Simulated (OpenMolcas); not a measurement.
# 5d4 along the 72-electron sequence

```json
{"Program": "OpenMolcas", "Method": "CASSCF", "Basis": "ANO-R2", "Scalar Hamiltonian": "X2C, finite nucleus", "Spin-orbit coupling": "RASSI with atomic mean-field integrals over the reference wave functions, term energies averaged over their components"}
```

Active space for each ion: 4 electrons in 10 orbitals (5d 6d).

Computed levels in cm-1 above 5D0:

| Level | Os4+ | Ir5+ | Pt6+ | Au7+ |
| --- | --- | --- | --- | --- |
| 5D1 | 3681 | 5043 | 6762 | 8733 |
| 5D2 | 7285 | 9609 | 12431 | 15582 |
| 5D3 | 10398 | 13313 | 16730 | 20448 |
| 5D4 | 12878 | 15938 | 19290 | 22746 |
| 3H4 | 21970 | 25374 | 29258 | 33693 |
| 3G3 | 26599 | 30526 | 34769 | 39393 |
| 3H5 | 27191 | 31671 | 36573 | 41894 |
| 3F2(1) | 27876 | 31922 | 36206 | 40806 |
| 3P1(1) | 27885 | 32526 | 37619 | 43156 |
| weight of 5D in the lowest level (%) | 73 | 68 | 62 | 58 |

Mixed levels, with the weight of the term that names them: Os4+ 5D0 (73 %), Os4+ 3H4 (61 %), Os4+ 3G3 (63 %), Ir5+ 5D0 (68 %), Ir5+ 5D4 (71 %), Ir5+ 3H4 (59 %), Ir5+ 3G3 (63 %), Ir5+ 3F2(1) (71 %), Pt6+ 5D0 (62 %), Pt6+ 5D4 (61 %), Pt6+ 3H4 (56 %), Pt6+ 3G3 (63 %), Pt6+ 3F2(1) (66 %), Pt6+ 3P1(1) (75 %), Au7+ 5D0 (58 %), Au7+ 5D4 (52 %), Au7+ 3H4 (53 %), Au7+ 3G3 (63 %), Au7+ 3F2(1) (61 %), Au7+ 3P1(1) (71 %).

Measured, with the error of the calculation in %. Measured levels: Os4+ from the list in Palmeri et al., Atoms 14, 22 (2026).

```
 Level           Os4+
   5D1   4311 (-14.6)
   5D2    8083 (-9.9)
   5D3   11018 (-5.6)
   5D4   12966 (-0.7)
   3H4   20374 (+7.8)
   3G3  23942 (+11.1)
   3H5   25344 (+7.3)
3P1(1)  24680 (+13.0)
```

The fine-structure level 5D4 changes by a factor of 1.77 from Os4+ to Au7+. Its fourth root runs 10.65, 11.24, 11.79, 12.28, with steps per unit of Z of 0.58, 0.55, 0.50; equal steps would mean a (Z - σ)^4 law with constant σ.

3H4 changes by a factor of 1.53 over the same range, with steps per unit of Z of +3400, +3880, +4440 cm-1.

Without dynamic correlation excited terms often stand tens of per cent too high (terms of higher spin than the ground term too low), and those without a measured partner can miss by more than the paired ones. Active for correlation alone: 6d; no level in the range computed is led by a configuration that fills it, so any true level of that kind is missing. Measured partners are found by configuration, term and J. A level has none where our copy of the source lacks it or the pairing is in doubt (some pairs that miss far off the trend of their configuration count as doubtful), and it then counts in no deviation. Only configurations of the active space appear.

A number in round brackets counts repeated terms of one configuration in the order of the reference energies.
